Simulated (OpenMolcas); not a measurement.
**Cu2+ in CaF2**

Cu2+ with its 8 nearest fluoride ions at 2.238 Å, on the Ca site of CaF2 (a = 5.46294 Å, distance in the model lattice 2.366 Å). The rest of the host is ab initio model potentials to 7.6 Å and point charges beyond; the distance is set by hand and nothing relaxes. Ligand basis ANO-RCC-VDZP.
```
Cu    0.0000    0.0000    0.0000
F     1.2921    1.2921    1.2921
F     1.2921    1.2921   -1.2921
F     1.2921   -1.2921    1.2921
F     1.2921   -1.2921   -1.2921
F    -1.2921    1.2921    1.2921
F    -1.2921    1.2921   -1.2921
F    -1.2921   -1.2921    1.2921
F    -1.2921   -1.2921   -1.2921
```

```json
{"Program": "OpenMolcas 26.06", "Method": "SS-CASPT2, IPEA 0.25 Eh, imaginary shift 0.1 Eh (closed shells correlated: 3s 3p and the ligand valence shells)", "Basis": "ANO-RCC-VTZP [6s5p3d2f1g]", "Scalar Hamiltonian": "DKH2, point nucleus", "Active space": "9 electrons in 5 orbitals (3d)", "State averaging": "2S+1 = 2 even, 5 roots", "Spin-orbit coupling": "state interaction with AMFI integrals over the reference wave functions"}
```

The lowest spin-free states (labels of O, the rotations of Oh), above the lowest:

```tsv
State	Degeneracy	E (cm-1)	Free-ion L (%)
2T2	3	0	D (100)
2E	2	3470	D (100)
```

The lowest levels with spin-orbit coupling:

```csv
E (cm-1),Degeneracy,Label,2S+1,g
0,2,Γ7,2,1.96 1.96 1.96
930,4,Γ8,2,
4580,4,Γ8,2,
```

Powder χT (cm3 K/mol): 0.364 at 2 K, 0.377 at 10 K, 0.441 at 50 K, 0.521 at 100 K, 0.68 at 200 K, 0.823 at 300 K. The effective moment at 300 K is 2.828 √(χT) = 2.57 μB.

The lowest level has 2S+1 = 2, for which the spin-only value is χT = S(S+1) / 2 = 0.375 cm3 K/mol (g = 2). The computed 0.823 at 300 K differs by +0.448, through orbital momentum, spin-orbit coupling and any other state in reach. With a threefold ground state the orbital momentum is unquenched, so the spin-only value is not expected to hold.

The gap between the two states is 10Dq = -3465 cm-1 (negative for this site).

Roots that are degenerate in the reference are averaged as groups; the widest CASPT2 spread within a group is 30 cm-1 (the 3-fold group of multiplicity 2 near 0 cm-1 above the lowest state of its run). Shifts and gaps below about the spread of the groups concerned are not significant. Over all roots computed the reference weight is 0.69; a low but even weight reflects the number of correlated electrons. An orbital triplet at a regular site is open to Jahn-Teller coupling, which can distort the site and quench the lowest spin-orbit gaps and is left out. A single d shell leaves out the double-shell effect, which counts most for late 3d ions, where the CASPT2 field can be off either way by tens of per cent. Ligand-to-metal charge-transfer states are missing. With one d shell and no ligand orbital active, 10Dq can be off by tens of per cent for divalent 3d ions, low with halides held by bare charges and at times high in hosts. Free-ion shares, where given, are those of the reference states; single-state CASPT2 does not remix them. No measured value stands beside these numbers; the geometry was set by hand and not optimised.
